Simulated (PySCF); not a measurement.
# Sn²⁺: ionisation energy

Sn²⁺ [Kr] 4d10 5s2 (1S) → Sn³⁺ [Kr] 4d10 5s1 (2S), as a difference of total energies. Calculation: PySCF 2.14, in cc-pVDZ-PP with ECP28MDF (4s3p2d, 23 functions); a scalar-relativistic core potential. Correlated levels: valence: 4s2 4p6 4d10 frozen. The calculations carry no spin-orbit coupling.

```tsv
method	ionisation energy (eV)	error (eV)
UHF	28.543	-1.963
r2SCAN	30.469	-0.037
B3LYP	30.833	+0.327
MP2 (valence)	29.135	-1.371
SCS-MP2 (valence)	29.253	-1.253
CCSD (valence)	29.428	-1.078
```

Reference: 30.506 eV (measured; NIST Atomic Spectra Database, ionization energies).

Errors of the correlated levels include the incompleteness of this basis and the frozen core.

With two correlated electrons CCSD is exact in that space.
